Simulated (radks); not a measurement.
Charge is removed step by step from the 3s down level of Si2+, starting from [Ne] 3s(up 1, down 1). All-electron calculation, non-relativistic Kohn-Sham, PBEsol, spin-polarised, spherical densities, point nucleus. Program: a radial shooting solver on a logarithmic mesh with Libxc functionals.

removed (e)  E - E(0) (eV)  eigenvalue (eV)
0                    0.000          -28.431
0.1                  2.892          -29.409
0.2                  5.882          -30.383
0.3                  8.968          -31.351
0.4                 12.152          -32.309
0.5                 15.430          -33.256
0.6                 18.802          -34.191
0.7                 22.268          -35.115
0.8                 25.825          -36.040
0.9                 29.477          -36.996

The mean slope of the eigenvalue, de/dn, is 9.52 eV per electron.
